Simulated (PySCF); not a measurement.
Al(H)(SH)2 (AlH₃S₂), SMILES [SH][AlH][SH]. Atoms are numbered in the order given.

```xyz
6

Al     0.0000     0.0000    -0.7466
H      0.0000     0.0000    -2.3159
S      0.0000     1.8500     0.4181
H      0.0000     2.6277    -0.6792
S      0.0000    -1.8500     0.4181
H      0.0000    -2.6277    -0.6792
```

Geometry: B3LYP-D3(BJ)/def2-TZVP. The values are those of a single conformer.

Calculation: B3LYP/pcJ-1 (PySCF).

Isotropic couplings with Fermi-contact, spin-dipole and both spin-orbit terms, one fixed conformer, no vibrational averaging. Isotopes: 1H.

Computed spin–spin coupling constants:
```tsv
pair	bonds apart	J (Hz)
H2–H4	3	3.3
H2–H6	3	3.3
H4–H6	4	0.5
```
